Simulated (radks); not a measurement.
Values are calculated unless marked as measured or tabulated.
Spherical quantum dot in the effective-mass picture: electrons in a well V = -V0 / (1 + exp((r - R)/a)) with V0 = 29.9, R = 2.11, a = 0.14, with a point charge +1 (a donor) at the centre, all in effective atomic units (hartree* = m*/eps^2 hartree, bohr* = eps/m* bohr), one dielectric constant everywhere. Level of theory: non-relativistic Kohn-Sham, exchange-only LDA, spin-polarised, spherical densities (a radial shooting solver with Libxc functionals). Levels are named by radial order and angular momentum (1s, 1p, 1d, 2s, ...), and open shells are averaged over m. Results are scaled to m* = 0.156 and eps = 4.3, for which hartree* = 229.6 meV and bohr* = 1.459 nm.

N = 8, configuration 1s2 1p6. This is the lowest configuration that the search found. Occupied and some empty levels:

| level | occupation | eigenvalue (meV) | <r> (nm) |
|---|---|---|---|
| 1s | 2 | -5560.5 | 1.506 |
| 1p | 6 | -5284.3 | 1.835 |
| 1d | 0 | -4953.5 | 2.004 |
| 2s | 0 | -4851.3 | 1.487 |
| 1f | 0 | -4554.9 | 2.126 |

Energy (meV): total -47982.6, kinetic 3285.1, external -55780, Hartree 5477.2, exchange-correlation -964.52.
